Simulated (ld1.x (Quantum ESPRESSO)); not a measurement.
# phosphorus: one change to a TM potential, before and after

```
Element                 : phosphorus
Generator               : ld1.x (Quantum ESPRESSO) 7.5
Type                    : norm-conserving Troullier–Martins (Kleinman–Bylander form)
Functional              : PBEsol
Relativity              : scalar-relativistic
Frozen core             : [Ne]
Valence charge          : 5
Reference configuration : 3s2 3p3
Partial waves           : 3s (bound): rc 1.15 bohr; 3p (bound): rc 1.60 bohr; 3d channel at 0.45 Ry: rc 1.55 bohr
Local potential         : all-electron potential smoothed inside 1.35 bohr (lloc = -2)
Core correction         : a·sin(br)/r model core, default radius (core density twice the valence density)
```

Change: local potential all-electron potential smoothed inside 0.84 bohr (lloc = -2).

Cutoffs: the cutoffs (Ry, on a coarse ladder) from which the occupation-weighted sum of valence levels, in a spherical-Bessel basis at the reference potential, stays within 10 and 1 mRy of its value at 400 Ry; they do not see the model core or the augmentation charge, which bear on the density cutoff. Errors are all-electron minus pseudo energies relative to the spin-unpolarised reference configuration.

Task: Predict the effect on cutoff, ghosts and configuration errors.

Result: The potential gets neither clearly harder nor softer (55 Ry and 140 Ry → 55 Ry and 140 Ry); of the 7 tests that both files solve, the error grows in 5 and shrinks in 1 by more than 15 % and 0.3 meV (median size 10.4 → 9.1 meV); the range in which the s phases agree narrows (upper end 2.2 → 0.3); the range in which the p phases agree narrows (upper end 4.9 → 3.8); neither file shows a bound ghost.

| quantity | base | changed |
| --- | --- | --- |
| cutoff, loose | 55 Ry | 55 Ry |
| cutoff, tight | 140 Ry | 140 Ry |
| bound ghosts | none | none |
| error for 3s2 3p2, meV [ΔE 9.70 eV] | +4.0 | +6.1 |
| error for 3s2 3p1, meV [ΔE 28.81 eV] | +30 | +45 |
| error for 3s2 3p0, meV [ΔE 58.52 eV] | +103 | +168 |
| error for 3s1 3p4, meV [ΔE 8.51 eV] | -2.3 | -1.4 |
| error for 3s1 3p0, meV [ΔE 110.43 eV] | +213 | +373 |
| error for 3s2 3p2.5, meV [ΔE 3.76 eV] | +0.6 | +1.0 |
| error for 3s0 3p5, meV [ΔE 17.15 eV] | -10 | -9.1 |
| s: phases at 1.75 bohr within 0.05 rad from the reference energy up to (Ry; the scan ends near 5) | 2.2 | 0.3 |
| p: phases at 1.75 bohr within 0.05 rad from the reference energy up to (Ry; the scan ends near 5) | 4.9 | 3.8 |
| d: phases at 1.75 bohr within 0.05 rad from the reference energy up to (Ry; the scan ends near 5) | to the end of the scan | to the end of the scan |
